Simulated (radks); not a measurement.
Problem. Yb17+, configuration [Kr] 4d10 4f7 (the NIST ground configuration). All-electron calculation, non-relativistic Kohn-Sham, PBE, spin-polarised, spherical densities, point nucleus; open shells are filled with parallel spins first (spin-orbit coupling, left out, can overturn this in heavy ions); relativity is left out, which matters for an element this heavy. Program: a radial shooting solver on a logarithmic mesh with Libxc functionals. Some entries of the table are withheld. Estimate them.

| orbital | occ. | eigenvalue (Ry) | <r^2> (bohr^2) | r(max) (bohr) |
|---|---|---|---|---|
| 1s down | 1 | -4202.168 | 0.0006265 | 0.01436 |
| 1s up | 1 | -4202.166 | 0.0006265 | 0.01436 |
| 2s up | 1 | -707.1241 | 0.009866 | 0.07840 |
| 2s down | 1 | -707.1078 | 0.009865 | 0.07840 |
| 2p up | 3 | -677.2457 | 0.007311 | 0.06093 |
| 2p down | 3 | -677.2371 | 0.007310 | 0.06093 |
| 3s up | 1 | -182.1231 | 0.06252 | 0.2165 |
| 3s down | 1 | -181.6735 | 0.06235 | 0.2163 |
| 3p up | 3 | -168.4851 | 0.05808 | 0.2044 |
| 3p down | 3 | -168.0784 | 0.05790 | 0.2042 |
| 3d up | 5 | -143.0501 | 0.04561 | 0.1620 |
| 3d down | 5 | -142.7607 | 0.04543 | 0.1618 |
| 4s up | 1 | -58.32113 | 0.2961 | 0.4847 |
| 4s down | 1 | -57.67260 | 0.2970 | 0.4850 |
| 4p up | 3 | -52.69619 | 0.3051 | 0.4859 |
| 4p down | 3 | -52.05068 | 0.3063 | 0.4862 |
| 4d up | 5 | (1) | 0.3224 | 0.4818 |
| 4d down | 5 | (2) | 0.3246 | 0.4825 |
| 4f up | 7 | -29.35274 | 0.3489 | 0.4371 |
| 4f down | 0 | -28.68059 | 0.3555 | 0.4394 |
| 5s up | 0 | -26.52701 | 1.145 | 0.9921 |
| 5s down | 0 | -26.20527 | 1.156 | 0.9977 |
| 5p up | 0 | -24.34801 | (3) | 1.028 |
| 5p down | 0 | -24.04060 | (4) | 1.034 |

Solution. 
(1) 4d up eigenvalue (Ry): -42.50676
(2) 4d down eigenvalue (Ry): -41.86105
(3) 5p up <r^2> (bohr^2): 1.236
(4) 5p down <r^2> (bohr^2): 1.248
